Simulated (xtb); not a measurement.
Job for xtb: GFN-FF on C2H8Sn (SMILES [CH3][SnH2][CH3]), a point of a torsion scan.

```
$ xtb mol.xyz --gfnff --sp --chrg 0 --uhf 0
11

C      1.72911029    -0.59350224    -0.11065031
Sn     0.06205618     0.78972026    -0.03190338
C      0.24474240     2.15728330     1.63332144
H      2.41670883    -0.39561055     0.70353677
H      1.38284149    -1.61626627    -0.02515921
H      2.26721468    -0.49227422    -1.04523092
H     -0.05174965     1.64957115    -1.46767200
H     -1.38748419    -0.04788311     0.07291335
H     -0.59176188     2.84448739     1.66444931
H      1.15927511     2.73293377     1.54597541
H      0.27273191     1.60751360     2.56736082
```

It printed:

```
[...]
           -------------------------------------------------
          |                Calculation Setup                |
           -------------------------------------------------



          ==================== Thresholds ====================
          CN  :   150.00000
          rep :   500.00000
          disp:  2500.00000
          HB1 :   250.00000
          HB2 :   450.00000

          Pauling EN used:
          Z : 1  EN :  2.20
          Z : 6  EN :  2.55
          Z :50  EN :  1.96
          electric field strengths (au): 0.000

           -------------------------------------------------
          |           Force Field Initialization            |
           -------------------------------------------------

          distances ...
          ----------------------------------------
          generating topology and atomic info file ...
          pair mat ...
          computing topology distances matrix with Floyd-Warshall algo ...
          making topology EEQ charges ...
          #fragments for EEQ constrain: 1
          ----------------------------------------
          generating topology and atomic info file ...
          pair mat ...
          computing topology distances matrix with Floyd-Warshall algo ...
          making topology EEQ charges ...
          #fragments for EEQ constrain: 1
          rings ...
          # BATM   54
          # H in HB   2

  atom   neighbors  erfCN metchar sp-hybrid imet pi  qest     coordinates
    1  C       4    3.48   0.00         3    0    0  -0.086    3.267545   -1.121557   -0.209099
    2  Sn      4    3.46   0.02         3    0    0   0.168    0.117269    1.492355   -0.060289
    3  C       4    3.48   0.00         3    0    0  -0.086    0.462496    4.076675    3.086530
    4  H       1    0.97   0.00         0    0    0   0.013    4.566918   -0.747596    1.329492
    5  H       1    0.97   0.00         0    0    0   0.013    2.613192   -3.054301   -0.047544
    6  H       1    0.97   0.00         0    0    0   0.013    4.284415   -0.930263   -1.975200
    7  H       1    0.96   0.01         0    0    0  -0.036   -0.097793    3.117238   -2.773498
    8  H       1    0.96   0.01         0    0    0  -0.036   -2.621965   -0.090486    0.137786
    9  H       1    0.97   0.00         0    0    0   0.013   -1.118268    5.375302    3.145353
   10  H       1    0.97   0.00         0    0    0   0.013    2.190712    5.164496    2.921470
   11  H       1    0.97   0.00         0    0    0   0.013    0.515389    3.037760    4.851609

          #atoms :   11
          #bonds :   10
          #angl  :   18
          #tors  :   18
          #nmol  :   1
          #optfrag :   1
           -------------------------------------------------
          |                   G F N - F F                   |
          |          A general generic force-field          |
          |                  Version 1.0.3                  |
           -------------------------------------------------
          Number of HB bonds (bound hydrogen)     0
          Number of HB bonds (unbound hydrogen)   0
          Number of XB bonds                      0

 E+G (total)                   0 d,  0 h,  0 min,  0.001 sec
 distance/D3 list               ...        0 min,  0.000 sec (  0.257%)
 non bonded repulsion           ...        0 min,  0.000 sec (  2.252%)
 dCN                            ...        0 min,  0.000 sec (  0.605%)
 EEQ energy and q               ...        0 min,  0.001 sec ( 69.142%)
 D3                             ...        0 min,  0.000 sec (  2.155%)
 EEQ gradient                   ...        0 min,  0.000 sec (  0.785%)
 bonds                          ...        0 min,  0.000 sec ( 10.814%)
Note: The following floating-point exceptions are signalling: IEEE_UNDERFLOW_FLAG IEEE_DENORMAL
normal termination of xtb
 bend and torsion               ...        0 min,  0.000 sec (  2.354%)
 bonded ATM                     ...        0 min,  0.000 sec (  9.552%)
 HB/XB (incl list setup)        ...        0 min,  0.000 sec (  1.226%)

         :::::::::::::::::::::::::::::::::::::::::::::::::::::
         ::                     SUMMARY                     ::
         :::::::::::::::::::::::::::::::::::::::::::::::::::::
         :: total energy              -1.219162783393 Eh    ::
         :: gradient norm              0.016441851135 Eh/a0 ::
         ::.................................................::
         :: bond energy               -1.266636027503 Eh    ::
         :: angle energy               0.000853435855 Eh    ::
         :: torsion energy             0.001794596220 Eh    ::
         :: repulsion energy           0.059568466413 Eh    ::
         :: electrostat energy        -0.010457727849 Eh    ::
         :: dispersion energy         -0.004263002791 Eh    ::
         :: HB energy                  0.000000000000 Eh    ::
         :: XB energy                  0.000000000000 Eh    ::
         :: bonded atm energy         -0.000022523737 Eh    ::
         :: external energy            0.000000000000 Eh    ::
         :: add. restraining           0.000000000000 Eh    ::
         :: total charge               0.000000000000 e     ::
         :::::::::::::::::::::::::::::::::::::::::::::::::::::

           -------------------------------------------------
          |                Property Printout                |
           -------------------------------------------------

molecular dipole:
                 x           y           z       tot (Debye)
 q only:       -0.030      -0.001      -0.027       0.103

           -------------------------------------------------
          | TOTAL ENERGY               -1.219162783393 Eh   |
          | GRADIENT NORM               0.016441851135 Eh/α |
           -------------------------------------------------
########################################################################
[WARNING] Runtime exception occurred
-1- gfnff_setup: Could not read topology file.
########################################################################

------------------------------------------------------------------------
------------------------------------------------------------------------
 total:
 SCF:
```

The run finished.

Cost: about 0.020 core-seconds (a rough figure).
